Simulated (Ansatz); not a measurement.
Consider the cleavage of the B–Ge bond: `[SiH3][GeH]([Cl])[BH]Cl` + H₂S → `SBCl` + `[SiH3][GeH2][Cl]`.

Calculated with Ansatz (gas phase, PBE0-D4/def2-TZVP geometries, no zero-point term in ΔE). CCSD(T)/CBS adds triple-zeta CCSD(T) − MP2 to the extrapolated MP2 energy (def2 sets, frozen cores). This one scheme is used for every species. DFT in def2-TZVPP. For Ge outer-core shells are correlated without core-valence functions, which leaves a few kJ/mol of doubt a bond. Scalar relativity is left out up to krypton. One conformer a species, not always the lowest.

```tsv
level	ΔE (kJ/mol)	difference from CCSD(T)/CBS
r2SCAN-D4	-91.3	-8.1
ωB97M-V	-88.5	-5.3
B2PLYP	-91.0	-7.8
PBE	-90.7	-7.5
PBE0	-91.5	-8.3
MP2/def2-TZVPP	-89.0	-5.8
CCSD(T)/def2-TZVPP	-84.4	-1.2
HF/def2-QZVPP	-94.7	-11.5
SCS-MP2/def2-QZVPP	-88.6	-5.4
CCSD/CBS(def2)	-83.1	0.1
CCSD(T)/CBS	-83.2	0
```

Largest T1 diagnostic among the species: 0.013.

The D4 term adds +5.5 kJ/mol with B3LYP and +3.5 kJ/mol with PBE0; it sums over pairs of atoms, weighted by their polarisabilities, and B3LYP, whose exchange is more repulsive, gets the larger term. In def2-TZVPP, CCSD(T) changes the Hartree–Fock value by +9.5 kJ/mol (the triples alone add −0.1 kJ/mol) and MP2 by +4.9 kJ/mol.

B3LYP here is the variant with VWN-RPA as its local correlation; programs differ in this.
